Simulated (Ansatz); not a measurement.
Mulliken charges of `[F][Nb](=[S])([Cl])[Cl]` from r2SCAN/def2-TZVPP in Ansatz (PBE0-D4/def2-TZVP geometry).

```
atom   x (Å)   y (Å)   z (Å)  charge (e)
  F1  -0.265  -0.282   1.884      -0.335
 Nb2  -0.003  -0.026   0.076       1.187
  S3   1.638  -1.223  -0.526      -0.330
 Cl4  -1.822  -0.678  -1.105      -0.261
 Cl5   0.502   2.136  -0.370      -0.261
```

**Question.** By hand: the dipole of these point charges (1 e Å = 4.8032 D).

**Answer.** Σ q r = (-0.111, 0.087, 0.018) e Å, of length 0.142 e Å = 0.68 D.

**Question.** How does the dipole of the full density compare? (Estimate.)

**Answer.** The calculation gave: (-0.136, 0.110, 0.009) e Å, 0.84 D; the point charges give 0.81 times that, at 4° from its direction.

Point charges leave out the atoms' own dipoles, such as those of lone pairs, and Mulliken's split depends on the basis, so the two needn't agree.
